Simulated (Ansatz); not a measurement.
Input for Ansatz (a first-principles code): R-PBE/def2-TZVPPD on HCl (SMILES Cl) with ghost functions, monomers drawn apart or pushed together. Files ending in .json are basis or fitting sets from the Basis Set Exchange.

Ansatz 0.2 input:
```yaml
crystal:
  periodic: [false, false, false]
  atoms:
    - {symbol: Cl, position_ang: [-0.13693640, 0.33692417, 3.93156958]}
    - {symbol: H, position_ang: [-0.09410716, 0.23222571, 2.59420850]}
basis:
  gaussian:
    orbitals: def2-TZVPPD.json
    ghost_atoms:
      - {symbol: N, position_ang: [-0.03034345, 0.07698428, 0.60922851]}
      - {symbol: H, position_ang: [-0.51995666, -0.75468028, 0.29908219]}
      - {symbol: H, position_ang: [-0.46507338, 0.88208142, 0.17286457]}
      - {symbol: H, position_ang: [0.92844309, 0.01983771, 0.28511500]}
hamiltonian:
  xc: {name: PBE}
scf: {lower_state_search: off}
```

Program output:

```
WARN ansatz: RAYON_NUM_THREADS=2 ignored (pool sized by the plan → 2); use --threads N
Functional definition: PBE
these checks for a lower state are left out or cut short: stability, starts, cluster_reference, orbital_swaps, neighbouring_geometries, increment
integrals: 0.05 GiB planned
716 factors; their error is unknown
mean field: 0.43 GiB planned
mean field evaluation 1: about -12534.0143 eV, gradient 1.1e1 eV
mean field evaluation 2: about -12533.9318 eV, gradient 1.4e1 eV
mean field evaluation 4: about -12534.3268 eV, gradient 7.6e-1 eV
mean field evaluation 8: about -12534.3216 eV, gradient 5.2e-3 eV
mean field -12534.32164817 eV, -460.6278245018 hartree, gradient 2.5e-7 eV, S^2 0.000000; 0 other end points of the search recorded, 0 dependent functions left out
reference -12534.32169647 eV, -460.6278262767 hartree; 9, 9 occupied and 147, 147 virtual orbitals, 716 factors
Total energy: -12534.32169647 eV, -460.6278262767 hartree
Checks for a lower state left out: stability, starts, cluster_reference, orbital_swaps, neighbouring_geometries, increment
```

The calculation finished and met its thresholds.

Cost: about 1.6 core-seconds (a rough figure).
